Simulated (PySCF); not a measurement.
C6H5OPS.
Atom-mapped SMILES: `[CH:1]#[C:2][c:3]1[p:4][c:5]([O:6][CH3:7])[cH:8][s:9]1`

Geometry (GFN2-xTB, Å), atoms numbered from 1 in this order:
```xyz
14
C6H5OPS angstrom
C      4.091    0.179    0.737
C      2.955    0.229    0.344
C      1.637    0.286   -0.114
P      0.294   -0.357    0.757
C     -0.868    0.144   -0.504
O     -2.205   -0.079   -0.432
C     -2.652   -0.747    0.720
C     -0.362    0.788   -1.595
S      1.326    1.046   -1.643
H      5.080    0.134    1.085
H     -2.199   -1.743    0.801
H     -2.414   -0.176    1.625
H     -3.731   -0.843    0.618
H     -0.954    1.139   -2.420
```

NICS is the negative of the GIAO shielding at a point without a nucleus: at the ring centre (0) and 1 Å above and below it (1); zz is the component along the ring normal. Level: GIAO PBE0/pcSseg-1 (PySCF, non-relativistic, gas phase) on the GFN2-xTB geometry, one conformer.

Ring bond lengths (Å), with Mayer bond orders in brackets: C3–P4 1.725 (1.36), P4–C5 1.787 (1.08), C5–C8 1.364 (1.53), C8–S9 1.708 (1.17), S9–C3 1.735 (1.19).

Problem. What do the NICS probes read (ppm)?

Solution. 
```csv
ring,type,NICS(0),"NICS(1), two faces","NICS(1)zz, two faces",rms pucker (Å),"centre to ring atoms, mean (Å)"
C3–P4–C5–C8–S9,5-membered ring with P and S; formal bonds all aromatic,-12.5,-11.0 / -11.0,-22.8 / -22.8,0.00,1.41
```

Problem. What can be read from them?

Solution. 
- C3–P4–C5–C8–S9: mean NICS(1)zz -22.8 ppm, shielded.

Problem. And the bond-length index? HOMA takes Krygowski's 1993 parameters.

Solution. 
- C3–P4–C5–C8–S9: HOMA 0.68; the largest term is that of P4–C5, α(R − Ropt)² = 0.94.

Problem. What field does 11.7 T along the ring normal induce along that normal at the first NICS(1) probe listed for ring C3–P4–C5–C8–S9, 1 Å off the ring?

Solution. NICSzz × B0 = -22.8 ppm × 11.7 T = -267 μT, against the applied field.

Problem. List the ring angles and the Hirshfeld charges of the ring atoms.

Solution. 
- C3–P4–C5–C8–S9: C3 117.9° (-0.084 e), P4 92.6° (+0.065 e), C5 117.1° (+0.001 e), C8 117.4° (-0.104 e), S9 95.0° (+0.145 e); sum 540.0° against 540° for a flat convex ring.
